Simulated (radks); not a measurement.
The numbers below are computed, except where a source is named.
Numerical settings for the chromium ion Cr3+, [Ar] 3d3. Code: a radial shooting solver on a logarithmic mesh with Libxc functionals. Model: scalar-relativistic Kohn-Sham, r2SCAN, spin-polarised, spherical densities, finite nucleus; open shells are filled with parallel spins first; meta-GGA in the generalised Kohn-Sham scheme; Fermi nuclear charge, rms radius 3.6452 fm. The defaults (mesh step 0.008 in ln r, mesh end at 40 bohr or more with all orbitals vanishing there, Anderson mixing 0.5 over 9 steps, residual threshold near 1e-9 with the energy settled to 1e-9 hartree or 1e-11 of itself, here a cap of 74 iterations) give E = -1048.867 hartree and 3d at -40.513 eV in 12 iterations. Run on one thread of a shared host, so times are rough (Arm Neoverse V1): 0.12 s of CPU time, 0.12 s wall, 12 iterations on 2189 mesh points. Changes against that run (0 stands for a change within the tolerance of the run):

setting,iterations,converged,E (mhartree),e(3d) (meV),CPU (s)
mesh step in ln r 0.005,15,yes,0,-0.00746,0.22
mesh step in ln r 0.12,2,no,diverged,-,0.01
mesh step in ln r 0.012,12,yes,0,0,0.09
mesh end (bohr) 5,12,yes,+0.261,+15.2,0.11
mesh end (bohr) 1,11,level above zero,+5.55e+04,+2.07e+05,0.08
residual threshold 1e-05,11,yes,0,-0.142,0.11
residual threshold 1e-13,74,no,0,-0.00804,0.41
mixing 0.2,13,yes,0,+0.00901,0.13
"linear mixing, mixing 1",26,no,diverged,-,0.27
"linear mixing, mixing 0.05",74,no,+0.665,-359,0.65
mixing history 20,13,yes,0,-0.00568,0.13
iteration cap 3,3,no,+10.8,-1.29e+03,0.04

Settled on a wrong energy, with an occupied level pushed above zero by the early mesh end: mesh end (bohr) 1 (+55.5 hartree). Apart from these: no run marked as converged misses the energy by more than 1 mhartree. A mesh that ends early acts as a hard wall.
